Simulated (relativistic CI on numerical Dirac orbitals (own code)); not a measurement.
# One change at a time: Cs²⁶⁺

Base calculation: Dirac-Coulomb-Breit CI, separate exchange-only KLI orbitals for each configuration, model QED (radiative potential, 1s self-energy scaled to tabulated hydrogen-like ionisation energies), unscaled Slater integrals.

Configurations in the expansion (outside the closed core [Ar]): 3d¹⁰4s, 3d¹⁰4p, 3d¹⁰4d, 3d¹⁰4f, 3d¹⁰5s, 3d¹⁰5p, 3d¹⁰5d, 3d¹⁰5f, 3d¹⁰5g, 3d⁹4p², 3d¹⁰6s, 3d¹⁰6p, 3d¹⁰6d, 3d⁸4s4p², 3d⁹4s², 3d¹⁰6f. Levels of other configurations are missing.

Variants: (1) P86 correlation estimate; (2) QED terms removed; (3) configuration mixing switched off. Shifts of the energy above 3d¹⁰4s ²S1/2, in eV, for the lowest level and the first level of each name with at least 55 % of one term (blank where a level changes its place among those of its configuration and J or its character, or is not in the variant):

| Level | Base | Δ(1) | Δ(2) | Δ(3) |
| --- | --- | --- | --- | --- |
| 3d¹⁰4s ²S1/2 | 0.000 | 0.000 | 0.000 | 0.000 |
| 3d¹⁰4p ²P°1/2 | 55.105 | +0.080 | +0.376 | -0.028 |
| 3d¹⁰4p ²P°3/2 | 75.308 | +0.080 | +0.343 | -0.036 |
| 3d¹⁰4d ²D3/2 | 164.460 | +0.131 | +0.389 | -0.031 |
| 3d¹⁰4d ²D5/2 | 168.480 | +0.131 | +0.377 | -0.035 |
| 3d¹⁰4f ²F°5/2 | 263.413 | -0.176 | +0.378 | -0.034 |
| 3d¹⁰4f ²F°7/2 | 263.996 | -0.176 | +0.375 | -0.038 |
| 3d¹⁰5s ²S1/2 | 380.009 | -0.279 | +0.202 | -0.055 |
| 3d¹⁰5p ²P°1/2 | 405.809 | -0.246 | +0.372 | -0.060 |
| 3d¹⁰5p ²P°3/2 | 414.935 | -0.246 | +0.356 | -0.055 |
| 3d¹⁰5d ²D3/2 | 456.141 | -0.246 | +0.377 | -0.055 |
| 3d¹⁰5d ²D5/2 | 458.029 | -0.246 | +0.372 | -0.053 |
| 3d¹⁰5f ²F°5/2 | 499.462 | -0.421 | +0.373 | -0.056 |
| 3d¹⁰5f ²F°7/2 | 499.848 | -0.421 | +0.371 | -0.054 |

At this charge energies of transitions that change n are usually good to better than 1 %, and those within a shell (Δn = 0) to a few per cent.

Ionisation energy from the two ground configurations alone: base 914.541 eV; P86 correlation estimate 914.794 eV; QED terms removed 914.912 eV. The NIST ASD value (semi-empirical) is 916.1 eV.

LS names give the leading component of a level, which can be under half, so a name can repeat, a term be missing and a line seem to break the LS rules.
